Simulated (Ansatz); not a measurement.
Input for Ansatz (an electronic-structure program): SC-NEVPT2 on CASSCF(2,2)/cc-pVTZ on GaH3O (SMILES [OH][GaH2]), a point of a bond scan (R = 4.202 Å).

Ansatz 0.2 input:
```yaml
crystal:
  periodic: [false, false, false]
  atoms:
    - {symbol: Ga, position_ang: [-0.22521905, -0.28436532, 0.02581913]}
    - {symbol: H, position_ang: [0.54560184, -3.01896841, 3.12119053]}
    - {symbol: H, position_ang: [-1.35945454, -0.30870479, -1.05292543]}
    - {symbol: O, position_ang: [0.93817677, 1.08727522, -0.02402144]}
    - {symbol: H, position_ang: [0.77556061, 1.72300911, -0.72754919]}
basis:
  gaussian:
    orbitals: cc-pVTZ
    pivot_positions_ang: [[-0.22521905, -0.28436532, 0.02581913], [0.54560184, -3.01896841, 3.12119053], [-1.35945454, -0.30870479, -1.05292543], [0.93817677, 1.08727522, -0.02402144], [0.77556061, 1.72300911, -0.72754919]]
magnetization: {spin_polarized: false}
correlation: {method: sc_nevpt2, electrons: outside_noble_gas, active_space: {window: {electrons: 2, orbitals: 2}}}
output: {orbitals: {seedname: ./end}}
```

Output:

```
WARN ansatz: RAYON_NUM_THREADS=1 ignored (pool sized by the plan → 1); use --threads N
Functional definition: HF
integrals: 0.05 GiB planned
780 factors; integrals over basis functions are off by at most 3.5e-4 eV
mean field: 0.28 GiB planned
mean field evaluation 1: about -54409.8972 eV, gradient 4.1e1 eV
mean field evaluation 2: about -54409.9371 eV, gradient 4.1e1 eV
mean field evaluation 4: about -54414.8199 eV, gradient 6.8e0 eV
mean field evaluation 8: about -54415.1044 eV, gradient 4.4e-1 eV
mean field evaluation 16: about -54411.6531 eV, gradient 1.3e1 eV
mean field evaluation 32: about -54413.4661 eV, gradient 6.1e-1 eV
mean field -54415.10641473 eV, -1999.7182768575 hartree, gradient 4.7e-6 eV, S^2 0.000000; 2 other end points of the search recorded, 0 dependent functions left out; unrestricted orbitals would lower it
reference -54415.10641473 eV, -1999.7182768575 hartree; 21, 21 occupied and 94, 94 virtual orbitals, 780 factors
configuration interaction: 0.16 GiB planned
configuration interaction: 0.00 GiB planned
state -54418.29919144 eV, -1999.8356092375 hartree
state -54418.29919144 eV, -1999.8356092375 hartree; corrected -54426.74803964 eV, -2000.1460986818 hartree
Total energy: -54426.74803964 eV, -2000.1460986818 hartree
```

Self-consistency was reached.

Cost: roughly 4 core-seconds.
